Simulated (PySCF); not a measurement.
**Ionisation energy along the 46-electron series**

Calculated with PySCF 2.14 and a two-component X2C-1e Hamiltonian (Gaussian nucleus, no Breit or QED terms), each ion in its own even-tempered basis scaled to its charge; GMP2 freezes [Ar] 3d10 and drops the highest virtual spinors. Values in eV. NIST values: (m) measured, (s) semi-empirical, (t) theoretical.

```csv
ion,configuration,GHF (screened spin-orbit),GMP2 (screened spin-orbit),NIST
W²⁸⁺,[Kr] 4d10,1127.8,1128.1,1132.2 ± 1.4 (s)
Os³⁰⁺,[Kr] 4d10,1260.7,1261.0,1262 ± 4 (t)
```

(1) Fill in the row of Re²⁹⁺.

Answers

(1) configuration: [Kr] 4d10; GHF (screened spin-orbit): 1193.3; GMP2 (screened spin-orbit): 1193.6; NIST: 1194 ± 4 (t).
